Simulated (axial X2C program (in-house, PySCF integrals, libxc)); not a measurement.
The numbers below are computed, except where a source is named.
## AsTe⁻: input and output

Program: an in-house relativistic program for diatomic molecules.

Input file and command:
```json
{"zs": [52, 33], "q": -1, "bas": ["dyall-acv3z", "dyall-acv3z"], "levels": ["PBE0", "HF", "r2SCAN"], "cc": true, "r0": 2.42, "thr": -1.0, "nmax": 90, "npts": 10, "nst": 2, "ntry": 6}
```
```bash
python so2c.py task.json out
```

Keys: zs atomic numbers; q charge; bas basis sets; levels methods; cc coupled cluster on or off; r0 starting distance in Å; thr threshold in hartree for freezing inner shells (an s shell follows its p shell); nmax most natural virtual spinors; npts points on the curve; nst determinants followed; ntry starts of the search. HF also brings MP2.

Output of the HF step, scalar-relativistic, at R = 2.464 Å for the state M_S = 1, Λ = 0. It starts from PBE0 orbitals of this distance.

```
spin-free X2C-1e  HF
basis functions 259  fitting functions 1364  grid points 5800
iter        total energy     max residual
   1      -9050.074560980     2.86e-01
   2      -9050.111199433     6.51e-03
   3      -9050.113337869     3.45e-03
   4      -9050.113932134     1.56e-03
   5      -9050.114331146     1.44e-03
   6      -9050.114609824     8.68e-04
   7      -9050.114704124     4.96e-04
   8      -9050.114737233     1.83e-04
   9      -9050.114743281     6.79e-05
  10      -9050.114743842     3.82e-05
  11      -9050.114743926     2.50e-05
  12      -9050.114743955     1.28e-05
  13      -9050.114743969     9.13e-06
  14      -9050.114743976     3.72e-06
  15      -9050.114743978     8.91e-07
converged
one-electron -13222.23795538  Coulomb 4061.36781631  exact exchange -257.77873394  xc functional 0.00000000  nuclear repulsion 368.53412903
correlated 12  virtual 344  natural virtual 89  E(MP2) -0.243340747  MP2 remainder -0.013579956
iter   CCSD correlation   residual
   1     -0.245679654   1.35e-01
   2     -0.253674639   5.55e-02
   3     -0.255895637   2.97e-02
   4     -0.256444857   1.66e-02
   5     -0.256758094   7.60e-03
   6     -0.256774242   2.56e-03
   7     -0.256779043   7.00e-04
   8     -0.256780591   2.02e-04
   9     -0.256778708   6.63e-05
  10     -0.256779221   2.57e-05
  11     -0.256779066   8.77e-06
  12     -0.256779200   3.33e-06
  13     -0.256779189   1.24e-06
(T) -0.014432052  T1 0.0491  D1 0.1104  max T2 0.080
```
Energies are in hartree; totals compare only within one Hamiltonian and basis. T1 is large, a sign of multireference character or of a spin-contaminated reference. T1 in the output is the amplitude norm over the root of the electron number; divide by √2 for the Lee–Taylor value. The determinant is spin-polarised beyond a pure state at some levels (its spin-free form has ⟨S²⟩ too high), which makes Re and μ there less reliable.
